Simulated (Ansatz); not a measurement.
A CCSD(T) single point on Ge2H6O (`[OH][GeH2][GeH3]`).

```yaml
crystal:
  periodic: [false, false, false]
  atoms:
    - {symbol: O, position_ang: [-1.649937, 1.102029, -0.817804]}
    - {symbol: Ge, position_ang: [0.053128, 1.017199, -0.275454]}
    - {symbol: Ge, position_ang: [0.516850, -1.167615, 0.682611]}
    - {symbol: H, position_ang: [-1.833778, 0.499947, -1.541995]}
    - {symbol: H, position_ang: [0.984743, 1.303507, -1.474849]}
    - {symbol: H, position_ang: [0.162599, 2.147534, 0.757617]}
    - {symbol: H, position_ang: [1.999024, -1.277841, 1.079126]}
    - {symbol: H, position_ang: [0.207689, -2.263262, -0.352736]}
    - {symbol: H, position_ang: [-0.351818, -1.407798, 1.926386]}
basis:
  gaussian: {orbitals: def2-SVP}
correlation: {method: ccsd_t}
```

```sh
$ ansatz run in.yaml --threads 4 --pin off --events-out ev --progress --plain
```

Output of Ansatz, abridged:

```
Functional definition: HF
1068 factors; integrals over basis functions are off by at most 1.5e-3 eV
mean field evaluation 1: about -115060.9891 eV, gradient 3.4e1 eV
mean field evaluation 2: about -115061.0064 eV, gradient 3.4e1 eV
mean field evaluation 4: about -115063.6833 eV, gradient 2.6e0 eV
mean field evaluation 8: about -115063.7139 eV, gradient 1.3e-1 eV
mean field evaluation 16: about -115063.6906 eV, gradient 4.1e-1 eV
mean field -115063.71394498 eV, -4228.5134944916 hartree, gradient 2.9e-6 eV, S^2 0.000000; 0 other end points of the search recorded, 0 dependent functions left out
19 core orbitals not correlated: weight in the atoms' cores, before any rotation towards them, 1.000 or more for the frozen orbitals, at most 0.000 for the correlated occupied ones
reference -115063.71394498 eV, -4228.5134944916 hartree; 20, 20 occupied and 69, 69 virtual orbitals, 1068 factors
second order -17.99460915 eV of doubles, -0.00000000 eV of singles
cycle   1  -17.88410374 eV  change    1.1e-1 eV  update   1.1e-1
cycle   2  -18.50412015 eV  change   -6.2e-1 eV  update   3.2e-2
cycle   3  -18.60095101 eV  change   -9.7e-2 eV  update   1.5e-2
cycle   4  -18.58845184 eV  change    1.2e-2 eV  update   3.4e-3
cycle   5  -18.58883481 eV  change   -3.8e-4 eV  update   1.6e-3
cycle   6  -18.58901250 eV  change   -1.8e-4 eV  update   4.1e-4
cycle   7  -18.58866944 eV  change    3.4e-4 eV  update   1.6e-4
cycle   8  -18.58864348 eV  change    2.6e-5 eV  update   5.9e-5
cycle   9  -18.58867039 eV  change   -2.7e-5 eV  update   2.2e-5
perturbative correction -0.48268284 eV, -0.0177382671 hartree
Total energy: -115082.78529822 eV, -4229.2143537958 hartree
```

Hardware: 4 threads of a server CPU on a shared host. Wall time 7 s, peak host memory 0.49 GiB.

MP2 recovers 94.4 % of the CCSD(T) correlation energy and the triples give 2.5 %; T1 = 0.0109.
